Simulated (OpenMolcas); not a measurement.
## Dy3+: moving the ligands

Dy3+ with 6 ligands (chloride) in trigonal antiprismatic coordination (D3d) at 2.67 Å, a polar angle of 59.1° against the regular 54.74°. A charge of +0.5 e stands 2.8 Å behind each ligand. Ligand basis ANO-RCC-VDZP.
```
Dy    0.0000    0.0000    0.0000
Cl    0.0000    2.2914    1.3706
Cl   -1.9844   -1.1457    1.3706
Cl    1.9844   -1.1457    1.3706
Cl    0.0000   -2.2914   -1.3706
Cl    1.9844    1.1457   -1.3706
Cl   -1.9844    1.1457   -1.3706
```

```
Program             : OpenMolcas
Method              : CASSCF
Basis               : ANO-RCC-VDZP [7s6p4d2f1g]
Scalar Hamiltonian  : DKH2, point nucleus
Active space        : 9 electrons in 7 orbitals (4f)
State averaging     : 2S+1 = 6 odd, 21 roots; 2S+1 = 4 odd, 115 roots kept (CI in the orbitals of an earlier block, 108 in the spin-orbit step); 2S+1 = 2 odd, 82 roots kept (CI in the orbitals of an earlier block, 41 in the spin-orbit step)
Spin-orbit coupling : state interaction with AMFI integrals over the reference wave functions
```

Runs around this geometry, states (labels of D3, the rotations of D3d). Energies in cm-1 above the lowest state or level, χT in cm3 K/mol.

```
R (Å)  Ground state  First state of that spin  First gap with spin-orbit (degeneracies)  Width of lowest J  χT at 300 K
 2.64           6A2                   6E 15.0                               15.4 (2, 2)                376       13.960
 2.67           6A2                   6E 16.9                               14.8 (2, 2)                364       13.969
 2.73           6A2                   6E 19.4                               13.8 (2, 2)                344       13.985
```

Taking the width of the lowest J multiplet as R^-n, n = -ln(344 / 376) / ln(2.73 / 2.64) = 2.7 between the shortest and longest distance.

High states are left out of the spin-orbit mixing, which shifts the levels that they would mix with. Without dynamic correlation the ligand-field splitting of an f shell can come out too small, at times by half. A group larger than the point group allows holds several states that coincide in this model. No measured value stands beside these numbers; the geometry is a model, was not optimised and need not be the one that this ion takes.
